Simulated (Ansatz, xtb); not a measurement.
Isomers of C2H9ClOSi2 in order of energy

3 gas-phase structures of C2H9ClOSi2, from a drawn sample of its isomers (lower ones may exist). Each was relaxed with GFN2-xTB; where two conformers were screened, the lower at r2SCAN-D4/def2-SVP is listed:

A. `CC[Si@H](Cl)O[SiH3]`, a singlet
B. `[SiH3]O[SiH2]CCCl`, a singlet
C. `C[SiH](C)O[SiH2]Cl`, a singlet

Q: Make a reasoned guess at their ranking by r2SCAN-D4/def2-SVP single-point energy.

A: Calculated order at r2SCAN-D4/def2-SVP: C (0.0), A (54.3), B (224.2) kJ/mol.

Energies above the lowest of each column, in kJ/mol; the last columns are at PBE-D3(BJ)/def2-SVP geometries:

```csv
structure,GFN2-xTB,HF/STO-3G,r2SCAN-D4/def2-SVP,PBE-D3(BJ)/def2-SVP,CCSD(T)/def2-SVP + ΔMP2/def2-TZVPP
C,13.5,0.0,0.0,0.0,0.0
A,0.0,55.3,54.3,49.4,53.0
B,118.4,244.6,224.2,210.9,221.7
```

CCSD(T)/def2-SVP + ΔMP2/def2-TZVPP puts C lowest; GFN2-xTB picks A. Flexible structures stand in one conformer each, not always the lowest. The ΔMP2 step shifts differences by up to 15.4 kJ/mol, which makes them less sure. ΔMP2 is the change of the MP2 energy from the smaller to the larger basis.

Programs: Ansatz 0.2.0, xtb 6.7.1.
